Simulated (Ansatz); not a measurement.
`C[NH][GeH]([Cl])[O]C` + H₂ → `C[NH][GeH2][Cl]` + CH₃OH  (hydrogenolysis of a Ge–O bond)

Gas-phase electronic energies from Ansatz, PBE0-D4/def2-TZVP geometries. CCSD(T)/CBS is the MP2 limit (def2-TZVPP, def2-QZVPP) plus CCSD(T) − MP2 in def2-TZVPP, frozen cores. This one scheme is used for every species. DFT in def2-TZVPP. B3LYP here is the variant with VWN-RPA as its local correlation; programs differ in this. For Ge outer-core shells are correlated without core-valence functions, which leaves a few kJ/mol of doubt a bond. Scalar relativity is left out up to krypton. One conformer a species, not always the lowest.

`C[NH][GeH]([Cl])[O]C`:

```xyz
14

C     0.919   -0.864    1.942
N     0.164    0.010    1.065
Ge    0.793    0.581   -0.538
Cl    1.552   -1.186   -1.509
O    -0.566    1.251   -1.431
C    -1.701    0.450   -1.694
H     1.707   -0.357    2.513
H     0.246   -1.352    2.652
H     1.389   -1.653    1.351
H    -0.350    0.723    1.563
H     1.885    1.655   -0.597
H    -1.484   -0.308   -2.454
H    -2.488    1.106   -2.071
H    -2.064   -0.056   -0.793
```

H₂:

Z-matrix (Å, degrees):
```
H
H 1 0.746
```

`C[NH][GeH2][Cl]`:

Z-matrix (Å, degrees):
```
C
N 1 1.452
H 1 1.097 2 114.0
H 1 1.093 2 110.1 3 121.9
H 1 1.093 2 109.5 3 -120.6
Ge 2 1.813 1 119.8 3 73.1
H 2 1.010 1 112.3 3 -64.1
Cl 6 2.179 2 112.1 1 -61.6
H 6 1.530 2 109.0 1 -179.1
H 6 1.531 2 108.6 1 54.2
```

CH₃OH:

```xyz
6

C    -0.036   -0.127    0.331
O     0.107    0.848   -0.676
H    -0.090    0.403    1.283
H     0.817   -0.815    0.371
H    -0.956   -0.715    0.216
H     0.158    0.405   -1.525
```

CCSD(T)/CBS gives +20.1 kJ/mol.

Q: Another level gave +15.3 kJ/mol. Which?
A. B3LYP/def2-TZVPP
B. ωB97X-V/def2-TZVPP
C. PBE-D4/def2-TZVPP
D. SCS-MP2/def2-TZVPP

A: C. PBE-D4 15.3, B3LYP 5.7, ωB97X-V 19.3, SCS-MP2/def2-TZVPP 24.6 kJ/mol.

Largest T1 diagnostic among the species: 0.011.

The D4 term adds +13.8 kJ/mol with B3LYP and +7.8 kJ/mol with PBE0; it sums over pairs of atoms, weighted by their polarisabilities, and B3LYP, whose exchange is more repulsive, gets the larger term. In def2-TZVPP, CCSD(T) changes the Hartree–Fock value by +19.9 kJ/mol (the triples alone add +5.3 kJ/mol) and MP2 by +26.6 kJ/mol.
